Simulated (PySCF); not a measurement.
Two species compared at the same levels of theory.

First species: C7H14F2Si.
Numbering: `[CH2:1]=[C:2]([CH:3]([F:4])[F:5])[Si@@H:6]([CH3:7])[CH2:8][CH2:9][CH3:10]` (hydrogens: H11, H12 on C1; H13 on C3; H14 on Si6; H15, H16, H17 on C7; H18, H19 on C8; H20, H21 on C9; H22, H23, H24 on C10)

Cartesian coordinates in Å at the GFN2-xTB level; atoms count from 1:
```
atom  x, y, z in Å
C1    -1.6876   -1.0008   -1.8558
C2    -1.5617   -0.2893   -0.7461
C3    -2.4655   -0.5507    0.4192
F4    -3.0823   -1.7585    0.3667
F5    -1.7720   -0.5440    1.5918
Si6   -0.2666    1.0821   -0.4955
C7    -1.0749    2.5406    0.4170
C8     1.2004    0.3909    0.5034
C9     1.8645   -0.8225   -0.1459
C10    3.0226   -1.3464    0.6956
H11   -1.0545   -0.8132   -2.7053
H12   -2.4161   -1.7900   -1.9629
H13   -3.2542    0.2162    0.5110
H14    0.1452    1.4814   -1.8515
H15   -1.3571    2.2689    1.4301
H16   -0.3912    3.3808    0.4837
H17   -1.9671    2.8862   -0.0966
H18    0.8648    0.1099    1.5037
H19    1.9498    1.1738    0.6352
H20    1.1249   -1.6150   -0.2754
H21    2.2303   -0.5501   -1.1381
H22    3.7779   -0.5741    0.8280
H23    3.4894   -2.2047    0.2172
H24    2.6694   -1.6517    1.6782
```

Second species: C7H14F2Si.
InChI=1S/C7H14F2Si/c1-5-10-7(8,9)6(2,3)4/h5H,1,10H2,2-4H3

Levels: PBE0/pcSseg-1 for dipole moment, HOMO energy, LUMO energy and HOMO–LUMO gap; GFN2-xTB for rotational constant A and rotational constant C. Geometries: GFN2-xTB. Each species is one conformer at its optimised geometry, gas phase, non-relativistic unless stated; the electronic structure was computed with PySCF and density fitting.

The conformers computed, where there is a choice (atom-mapped SMILES and torsion angles):
- `[CH2:1]=[C:2]([CH:3]([F:4])[F:5])[Si@@H:6]([CH3:7])[CH2:8][CH2:9][CH3:10]`: C1–C2–C3–F4 18°, C1–C2–Si6–C7 139°, C2–Si6–C8–C9 57°, Si6–C8–C9–C10 -179°
- `[CH2:1]=[CH:2][SiH2:3][C:4]([F:5])([F:6])[C:7]([CH3:8])([CH3:9])[CH3:10]`: C1–C2–Si3–C4 47°, C2–Si3–C4–F5 -164°, Si3–C4–C7–C8 -178°

(1) Which has the higher LUMO energy?

(2) Which of the two has the higher rotational constant C, and by how much?

(3) Which has the higher rotational constant A?

(4) Which of the two has the higher HOMO energy, and by how much?

(5) Which of the two has the higher dipole moment, and by how much?

(6) Which of the two has the higher HOMO–LUMO gap, and by how much?

## Answers

(1) The first: -0.62 eV against -0.79 eV, a difference of 0.17 eV.

(2) The second: 0.793 GHz against 0.609 GHz, a difference of 0.184 GHz.

(3) The second: 1.568 GHz against 1.254 GHz, a difference of 0.314 GHz.

(4) The second: -7.82 eV against -7.93 eV, a difference of 0.11 eV.

(5) The second: 2.31 D against 1.77 D, a difference of 0.54 D.

(6) The first: 7.31 eV against 7.03 eV, a difference of 0.28 eV.

On the first: The dipole matches unit charges of opposite sign 0.37 Å apart (1 e·Å = 4.8032 D). A dipole of 1.77 D is allowed in C1, and pure rotational transitions are dipole-allowed.

On the second: In atomic units the dipole is 0.91 e·bohr (1 au = 2.5417 D).
